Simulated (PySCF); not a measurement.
**Worked example for 4-(trifluoromethyl)benzoic acid: deprotonation at atom O3**

Structure: `O=C(O)c1ccc(C(F)(F)F)cc1` (C8H5F3O2). Atom numbers as in the mapped SMILES `[O:1]=[C:2]([OH:3])[c:4]1[cH:5][cH:6][c:7]([C:8]([F:9])([F:10])[F:11])[cH:12][cH:13]1`. These are map numbers, not IUPAC locants.

Level of theory: ωB97X-D3(BJ)/ma-def2-SVP single points in PySCF, grid level 2; every species was optimised with PBE0-D3(BJ)/ma-def2-SVP. The prefix ma- adds one diffuse s and one diffuse p function on all atoms but H. ωB97X-D3(BJ) is ωB97X-V with D3(BJ) in place of VV10. Zero-point and thermal terms (298.15 K, 1 bar) come from unscaled GFN2-xTB harmonic frequencies, with soft modes damped to free rotors in the entropy. These were taken at the GFN2-xTB minima.

Step: `O=C(O)c1ccc(C(F)(F)F)cc1` → `O=C([O-])c1ccc(C(F)(F)F)cc1` + H⁺.

```tsv
species	charge	multiplicity	E / Eh
O=C(O)c1ccc(C(F)(F)F)cc1	0	1	-757.528099
O=C([O-])c1ccc(C(F)(F)F)cc1	-1	1	-756.987601
```

Thermal terms, products less reactant: Δ(H − E) = -27.37 kJ/mol, Δ(G − E) = -60.70 kJ/mol (the bare proton has no electronic energy, H = 5/2 RT). 1 Eh = 2625.50 kJ/mol.

Problem. What are ΔE, ΔH and ΔG of this step?

Solution. ΔE = 0.540498 Eh = 1419.08 kJ/mol; ΔH = 1391.7 kJ/mol; ΔG = 1358.4 kJ/mol, all in the gas phase at 298.15 K and 1 bar. The digits show the arithmetic; the method itself can be off by 10 kJ/mol or more.

Note: ma-def2-SVP is a small basis, whose errors can reach tens of kJ/mol.
